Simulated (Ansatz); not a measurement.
Cost and result for the atomization energy of C₃H₆OZn, SMILES `C=[C](C)[Zn][OH]` (11 atoms, 10 bonds).

Cartesian coordinates in Å:
```
C -0.801 0.653 1.259
C -0.216 -0.047 0.287
C -0.132 -1.542 0.366
Zn 0.521 0.900 -1.209
O 1.098 1.782 -2.640
H -1.233 0.158 2.130
H -0.886 1.735 1.244
H -0.628 -2.016 -0.487
H 0.907 -1.886 0.346
H -0.596 -1.922 1.282
H 1.966 2.184 -2.578
```

The species carries charge 0 and has multiplicity 1. For Zn the d shell is correlated and the shells below it are frozen. Scalar relativity is left out up to krypton. The geometry is a stationary point of PBE0-D4/def2-TZVP. It is one conformer, not always the lowest. Program: Ansatz. All runs use 4 threads of an Arm Neoverse V2 on a shared host. Times are those of one run each, without the atoms' runs, and a repeat can differ threefold. Electronic energies, without spin–orbit coupling; frozen cores. CCSD(T)/CBS adds CCSD(T) − MP2 in def2-TZVPP to the MP2 limit, and its time is that of the two runs behind it. T1 = 0.015. With those shells the extrapolation isn't a true limit. B3LYP takes the VWN-RPA correlation (the form of Gaussian; ORCA's B3LYP/G). HSE06 is the plane-wave form, built on full-range PBE exchange.

CCSD(T)/CBS is a level of theory with its own doubt, some kJ/mol a heavy atom from the limit and from the frozen cores, so smaller differences don't rank the functionals.

```tsv
level	functions	atomization (kJ/mol)	difference from CCSD(T)/CBS	per bond
B3LYP-D4/def2-TZVPP (with forces)	272	4070.8	-20.3	-2.0
CCSD(T)/def2-SVP	117	3878.8	-212.3	-21.2
CCSD(T)/def2-TZVPP	272	3990.6	-100.5	-10.1
PBE-QIDH/def2-TZVPP	272	4080.3	-10.8	-1.1
CCSD(T)/CBS(def2)	–	4091.1	0.0	0.0
revPBE-D4/def2-TZVPP	272	4076.7	-14.4	-1.4
BHLYP-D4/def2-TZVPP	272	3942.1	-149.0	-14.9
HSE06-D4/def2-TZVPP	272	4107.0	15.9	1.6
B2PLYP/def2-TZVPP	272	4047.6	-43.5	-4.4
MP2/def2-QZVPP	508	4144.6	53.5	5.3
r2SCANh-D4/def2-TZVPP	272	4084.0	-7.1	-0.7
CAM-B3LYP-D4/def2-TZVPP	272	4099.8	8.7	0.9
B97M-V/def2-TZVPP	272	4077.8	-13.3	-1.3
```

**Question.** Order the runs by time, with rough figures. (An estimate is asked.)

**Answer.** Ansatz gave: revPBE-D4/def2-TZVPP 2.2 s; BHLYP-D4/def2-TZVPP 3.3 s; HSE06-D4/def2-TZVPP 3.4 s; CAM-B3LYP-D4/def2-TZVPP 3.5 s; B3LYP-D4/def2-TZVPP (with forces) 4.9 s; r2SCANh-D4/def2-TZVPP 5.5 s; B2PLYP/def2-TZVPP 6 s; PBE-QIDH/def2-TZVPP 6 s; CCSD(T)/def2-SVP 7 s; B97M-V/def2-TZVPP 9 s; MP2/def2-QZVPP 22 s; CCSD(T)/def2-TZVPP 3.9 min; CCSD(T)/CBS(def2) 4.3 min.

From r2SCAN to r2SCAN0 (25 % exact exchange), in def2-TZVPP and without D4, the atomization energy moves by −73.0 kJ/mol: exact exchange takes away binding that semilocal exchange gives to molecules. In def2-TZVPP, CCSD(T) changes the Hartree–Fock value by +1038.5 kJ/mol (the triples alone add +66.9 kJ/mol) and MP2 by +1131.4 kJ/mol; breaking electron pairs costs correlation energy, which Hartree–Fock lacks. Leaving LDA and LC-ωPBE aside and taking each functional with its dispersion term where it has one, the values, not all of them listed here, spread over 243.9 kJ/mol, from BHLYP-D4 to PBE-D4. LDA lies +539.2 kJ/mol from PBE without D4, its usual overbinding.
